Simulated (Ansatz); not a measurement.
Input for Ansatz (an electronic-structure program): U-B97M-V/def2-TZVPP on CCrO (SMILES [O+]#[C-]->[Cr]), 2S+1 = 5, a spin state set in the input, which need not be the lowest.

Ansatz 0.2 input:
```yaml
crystal:
  periodic: [false, false, false]
  atoms:
    - {symbol: Cr, position_ang: [-1.08451847, -0.92173283, -1.01203605]}
    - {symbol: O, position_ang: [0.93502038, 0.71612000, 0.79056460]}
    - {symbol: C, position_ang: [0.11642937, 0.25308443, 0.15105182]}
basis:
  gaussian:
    orbitals: def2-TZVPP
hamiltonian:
  xc: {name: B97M-V}
magnetization: {spin_polarized: true, initial_magnetization: 4}
```

Task: Give the final energy of this run.

Result: -1157.5113 hartree. Its determinant has ⟨S²⟩ = 6.67, a mixture of spin states.

Task: How many basis functions does it have, and what does it roughly cost on one machine?

Result: 126 functions; about 50 core-seconds (a rough figure).
